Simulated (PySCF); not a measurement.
# Distorted geometries of OsH8

OsH8 (singlet). PySCF 2.14.0, RKS TPSS, Os def2-SVP with ECP60, H def2-SVP; non-relativistic Hamiltonian with scalar-relativistic core potentials where named; density fitting; no spin-orbit coupling. Relaxed geometry:

```xyz
9

Os    0.0000    0.0000    0.1294
H     1.6677    0.0000    0.3851
H     0.0000    1.6677    0.3851
H    -1.6677    0.0000    0.3851
H     0.0000   -1.6677    0.3851
H     0.8824    0.8824   -0.8895
H    -0.8824    0.8824   -0.8895
H    -0.8824   -0.8824   -0.8895
H     0.8824   -0.8824   -0.8895
```

**Question.** Order these distorted geometries by energy above the relaxed one, lowest first.
A.
```xyz
9

Os    0.0269    0.0104    0.0572
H     1.5851   -0.0807    0.4570
H    -0.0491    1.6859    0.4377
H    -1.5980   -0.0528    0.3507
H    -0.0788   -1.6426    0.4091
H     0.8667    0.9731   -0.8901
H    -0.8559    0.8670   -0.8764
H    -0.8464   -0.8732   -0.9508
H     0.9494   -0.8872   -0.8825
```
B.
```xyz
9

Os   -0.0768   -0.2798    0.1880
H     1.8136    0.0057    0.2926
H     0.1779    1.6953    0.5790
H    -1.7129    0.0778    0.4970
H     0.0232   -1.8792    0.4255
H     0.6756    1.1650   -0.9947
H    -1.1552    0.9938   -0.9742
H    -0.7276   -0.7776   -1.0172
H     0.9822   -1.0009   -0.8839
```
C.
```xyz
9

Os   -0.0614   -0.0284    0.2358
H     1.6325   -0.0463    0.3059
H     0.0373    1.6224    0.2816
H    -1.5345    0.0137    0.3678
H     0.0279   -1.7353    0.4762
H     0.8305    0.9405   -0.8997
H    -0.8838    0.8819   -0.8499
H    -0.8232   -0.8598   -0.8970
H     0.7746   -0.7887   -0.9086
```

**Answer.** A (0.29 eV), C (0.89 eV), B (3.25 eV).

**Question.** Which forces (eV/Å) act in the one that lies 3.25 eV up?

**Answer.** 
```
Os   4.56  9.69 -1.02
H   -1.89 -0.95 -0.13
H   -0.31 -2.03 -0.74
H   -0.26 -1.12  0.18
H   -0.65 -0.56  0.24
H   -1.14 -1.82  1.88
H    1.66 -1.74  2.05
H   -1.75 -1.70 -3.11
H   -0.23  0.23  0.64
```
Forces carry noise of the integration grid, about 0.01 to 0.03 eV/Å.

No frequency check is given that shows the relaxed geometry to be a minimum.
